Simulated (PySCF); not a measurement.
Compound: C5H10BF.
InChI=1S/C5H10BF/c7-6-4-2-1-3-5-6/h1-5H2

The closed-shell ground state was solved at several levels (PySCF, density fitting, gas phase, non-relativistic). Isolated species at its PBE0-D3(BJ)/def2-SVP geometry (one conformer only).

```tsv
level	basis functions	HOMO (eV)	LUMO (eV)	gap (eV)	dipole (D)
B3LYP/def2-SVPD	223	-7.67	-0.43	7.24	1.49
HF/pcSseg-1	169	-11.23	3.52	14.75	1.57
PBE0/pcSseg-1	169	-7.85	-0.06	7.79	1.39
```

Task: Estimate the row for B3LYP/pcJ-1, a basis of 289 functions; the other rows only guide the guess.

Result: HOMO -7.65 eV, LUMO -0.29 eV, gap 7.36 eV, dipole 1.38 D.

Task: Over all these levels, which gives the widest orbital gap and which the narrowest?

Result: HF/pcSseg-1 (Hartree–Fock, all exact exchange) has the widest, 14.75 eV, and B3LYP/def2-SVPD (global hybrid, 20 % exact exchange) the narrowest, 7.24 eV. Functional and basis both differ between the two, so the spread mixes both effects. The HOMO need not be the same orbital at Hartree–Fock and at DFT levels.

Task: How far do the dipole and the HOMO energy spread over the levels?

Result: The dipole runs from 1.38 to 1.57 D (mean 1.45 D) and the HOMO from -11.23 to -7.65 eV.
